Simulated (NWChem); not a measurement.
All runs are NWChem calculations. System: H2, charge 0, spin multiplicity 1, at a geometry optimised with PBE/def2-SVP. The structure started from a generated list of species. Level: PBE0/def2-SVPD.

The NWChem input:

```
start mol
memory heap 200 mb stack 900 mb global 1100 mb
geometry units angstroms nocenter noautoz
  H      0.000000     0.000000     0.384168
  H      0.000000     0.000000    -0.384168
  symmetry group D2h
end
basis spherical
  * library def2-svpd
end
dft
  xc pbe0
  semidirect memsize 60000000 filesize 0
  iterations 100
end
task dft energy
```

Part of the output:

```
             Northwest Computational Chemistry Package (NWChem) 7.3.0
             --------------------------------------------------------

                                NWChem Input Module
                                -------------------

 Scaling coordinates for geometry "geometry" by  1.889725989
 (inverse scale =  0.529177249)

 Turning off AUTOSYM since
 SYMMETRY directive was detected!

                             Geometry "geometry" -> ""
                             -------------------------

 Output coordinates in angstroms (scale by  1.889725989 to convert to a.u.)

  No.       Tag          Charge          X              Y              Z
 ---- ---------------- ---------- -------------- -------------- --------------
    1 H                    1.0000     0.00000000     0.00000000     0.38416800
    2 H                    1.0000     0.00000000     0.00000000    -0.38416800

 Effective nuclear repulsion energy (a.u.)       0.6887315562

            Nuclear Dipole moment (a.u.)
            ----------------------------
        X                 Y               Z
 ---------------- ---------------- ----------------
     0.0000000000     0.0000000000     0.0000000000

      Symmetry information
      --------------------

 Group name             D2h
 Group number             26
 Group order               8
 No. of unique centers     1

      Symmetry unique atoms

     1


 Summary of "ao basis" -> "" (spherical)
 ------------------------------------------------------------------------------
       Tag                 Description            Shells   Functions and Types
 ---------------- ------------------------------  ------  ---------------------
 *                         def2-svpd                  on all atoms

                                 NWChem DFT Module
                                 -----------------

 Summary of "ao basis" -> "ao basis" (spherical)
 ------------------------------------------------------------------------------
       Tag                 Description            Shells   Functions and Types
 ---------------- ------------------------------  ------  ---------------------
[...]
                  Occupations of the irreducible representations
                  ----------------------------------------------

                     irrep           alpha         beta
                     --------     --------     --------
                     ag                1.0          1.0
                     au                0.0          0.0
                     b1g               0.0          0.0
                     b1u               0.0          0.0
                     b2g               0.0          0.0
                     b2u               0.0          0.0
                     b3g               0.0          0.0
                     b3u               0.0          0.0

                       DFT Final Molecular Orbital Analysis
                       ------------------------------------

 Vector    1  Occ=2.000000D+00  E=-4.323490D-01  Symmetry=ag
              MO Center=  2.2D-23,  4.7D-22, -8.5D-16, r^2= 7.3D-01
   Bfn.  Coefficient  Atom+Function         Bfn.  Coefficient  Atom+Function
  ----- ------------  ---------------      ----- ------------  ---------------
     1      0.406710  1 H  s                  9      0.406710  2 H  s
     2      0.177172  1 H  s                 10      0.177172  2 H  s

 Vector    2  Occ=0.000000D+00  E= 6.658147D-02  Symmetry=b1u
              MO Center= -9.0D-47,  2.4D-49, -4.7D-16, r^2= 3.4D+00
   Bfn.  Coefficient  Atom+Function         Bfn.  Coefficient  Atom+Function
  ----- ------------  ---------------      ----- ------------  ---------------
     2      4.430104  1 H  s                 10     -4.430104  2 H  s
     8     -1.655473  1 H  pz                16     -1.655473  2 H  pz
     1     -0.224347  1 H  s                  9      0.224347  2 H  s
     5     -0.036453  1 H  pz                13     -0.036453  2 H  pz

 Vector    3  Occ=0.000000D+00  E= 1.509864D-01  Symmetry=b3u
              MO Center= -2.2D-23,  3.4D-67, -6.2D-18, r^2= 3.0D+00
   Bfn.  Coefficient  Atom+Function         Bfn.  Coefficient  Atom+Function
  ----- ------------  ---------------      ----- ------------  ---------------
     6      0.508148  1 H  px                14      0.508148  2 H  px

 Vector    4  Occ=0.000000D+00  E= 1.509864D-01  Symmetry=b2u
              MO Center= -8.2D-72, -4.7D-22, -1.2D-17, r^2= 3.0D+00
   Bfn.  Coefficient  Atom+Function         Bfn.  Coefficient  Atom+Function
  ----- ------------  ---------------      ----- ------------  ---------------
     7      0.508148  1 H  py                15      0.508148  2 H  py

 center of mass
 --------------
 x =   0.00000000 y =   0.00000000 z =   0.00000000

 moments of inertia (a.u.)
 ------------------
           1.062319534846           0.000000000000           0.000000000000
           0.000000000000           1.062319534846           0.000000000000
           0.000000000000           0.000000000000           0.000000000000

     Multipole analysis of the density
     ---------------------------------

     L   x y z        total         alpha         beta         nuclear
     -   - - -        -----         -----         ----         -------
     0   0 0 0     -0.000000     -1.000000     -1.000000      2.000000

     1   1 0 0      0.000000      0.000000      0.000000      0.000000
     1   0 1 0      0.000000      0.000000      0.000000      0.000000
     1   0 0 1      0.000000      0.000000      0.000000      0.000000

     2   2 0 0     -1.521880     -0.760940     -0.760940      0.000000
     2   1 1 0      0.000000      0.000000      0.000000      0.000000
     2   1 0 1      0.000000      0.000000      0.000000      0.000000
     2   0 2 0     -1.521880     -0.760940     -0.760940      0.000000
     2   0 1 1      0.000000      0.000000      0.000000      0.000000
     2   0 0 2     -1.105174     -1.079623     -1.079623      1.054071

 Task  times  cpu:        0.1s     wall:        0.1s

 Total times  cpu:        0.1s     wall:        0.1s
```
